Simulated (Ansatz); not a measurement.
Gas-phase electronic energies from Ansatz, PBE0-D4/def2-TZVP geometries. CCSD(T)/CBS adds triple-zeta CCSD(T) − MP2 to the extrapolated MP2 energy (def2 sets, frozen cores). This one scheme is used for every species. Functionals use def2-TZVPP. B3LYP here is the variant with VWN-RPA as its local correlation; programs differ in this. One conformer a species, not always the lowest.

Consider the formal exchange of groups at a B–S bond: `CSB(O)CF` + SiH₄ → `OB([SiH3])CF` + CH₃SH.

**Question.** Is it downhill or uphill in electronic energy at CCSD(T)/CBS, and by how much? (An estimate is asked.)

**Answer.** Computed: Uphill: ΔE = +21.2 kcal/mol.

**Question.** What do these levels give: PBE-D4, r2SCAN-D4, PBE0-D4, ωB97X-V, PBE0, B3LYP, HF/def2-TZVPP, MP2/def2-TZVPP, SCS-MP2/def2-TZVPP, HF/def2-QZVPP, MP2/def2-QZVPP, CCSD/CBS(def2)? (An estimate is asked.)

**Answer.** Ansatz gave: PBE-D4 20.3, r2SCAN-D4 22.1, PBE0-D4 20.7, ωB97X-V 20.7, PBE0 20.1, B3LYP 20.0, HF/def2-TZVPP 20.7, MP2/def2-TZVPP 23.6, SCS-MP2/def2-TZVPP 22.5, HF/def2-QZVPP 20.6, MP2/def2-QZVPP 23.5, CCSD/CBS(def2) 20.7 kcal/mol.

Largest T1 diagnostic among the species: 0.013.

The D4 term adds +1.1 kcal/mol with B3LYP and +0.6 kcal/mol with PBE0; it sums over pairs of atoms, weighted by their polarisabilities, and B3LYP, whose exchange is more repulsive, gets the larger term.
